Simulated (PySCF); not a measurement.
## Electric field gradients and quadrupole coupling constants

Species: C₆H₁₁OS (charge -1).
Geometry (GFN2-xTB, Å), atoms numbered from 1 in this order:
```xyz
19
C6H11OS angstrom
C      1.9784    0.5732   -1.0339
S      2.2670    0.9118    0.7255
C      0.5841    0.6026    1.3577
C      0.1637   -0.8596    1.3286
C     -1.2419   -1.0020    0.6898
C     -1.2609   -0.5773   -0.7413
C     -1.6988    0.6387   -1.1666
O     -1.6677    1.1378   -2.3226
H      2.7109    1.1399   -1.6007
H      0.9660    0.8778   -1.2898
H      2.1010   -0.4898   -1.2247
H     -0.0755    1.1883    0.7142
H      0.5732    1.0180    2.3657
H      0.1763   -1.2778    2.3419
H      0.8669   -1.4401    0.7271
H     -1.9444   -0.3935    1.2713
H     -1.5433   -2.0541    0.7986
H     -0.7997   -1.2552   -1.4513
H     -2.1652    1.2704   -0.3433
```

Field gradients from the PBE0/pcSseg-1 density (PySCF, non-relativistic), principal values in atomic units, ordered |Vxx| ≤ |Vyy| ≤ |Vzz|:

| atom | Vxx | Vyy | Vzz |
| --- | --- | --- | --- |
| S2 | 0.5625 | 2.3947 | -2.9572 |
| O8 | 0.2379 | 1.1658 | -1.4036 |

Question: Find the asymmetry η = (Vxx − Vyy)/Vzz and the couplings χ = eQV/h (234.96 MHz × Q in barn × V in au), with Q(33S) = −0.0678 b, Q(17O) = −0.0256 b.

Answer: 
| atom | environment | nucleus | η | χzz (MHz) | χxx (MHz) | χyy (MHz) |
| --- | --- | --- | --- | --- | --- | --- |
| S2 | sulfide sulfur | 33S | 0.62 | 47.11 | -8.96 | -38.15 |
| O8 | enolate oxygen | 17O | 0.66 | 8.44 | -1.43 | -7.01 |

Question: What is Vzz at S2 in SI units (1 au = 9.71736 × 10²¹ V/m²)?

Answer: -2.9572 au = -28.736 × 10²¹ V/m².

Question: And the gradient at the other heavy atoms, for which no coupling is worked out here?

Answer: 
```tsv
atom	environment	Vzz (au)	η
C1	S-methyl carbon	0.282	0.37
C3	sp3 carbon bound to sulfur	0.287	0.36
C4	chain CH2 carbon	0.072	0.63
C5	allylic carbon	0.096	0.81
C6	carbon bonded to 2 C and H	0.181	0.94
C7	vinylic carbon bearing oxygen	0.336	0.75
```

Were the hydrogens deuterons (Q(2H) = 0.00286 b), χzz would run from 163 kHz (H19) to 229 kHz (H18).

The structure is a single GFN2-xTB conformer in the gas phase; no vibrational or solvent corrections. GFN2-xTB frequencies show an imaginary mode (49i cm⁻¹), so this geometry is no minimum at that level. The pcSseg-1 basis has no diffuse functions, a weakness for an anion. The HOMO energy is positive at this level (+0.05 eV), so the outermost electrons may be held by the finite basis alone. GFN2-xTB bond lengths can be off by several hundredths of an ångström, more for odd bonds, and the gradients follow them. The small basis limits the accuracy of the gradients.

The run behind these numbers computed NMR shieldings as well. Time: 65 s of wall time (grids of density and orbitals included); peak memory 0.89 GiB. Hardware: an Intel Xeon Platinum 8259CL at 2.50 GHz with one thread, no GPU, on a shared host.
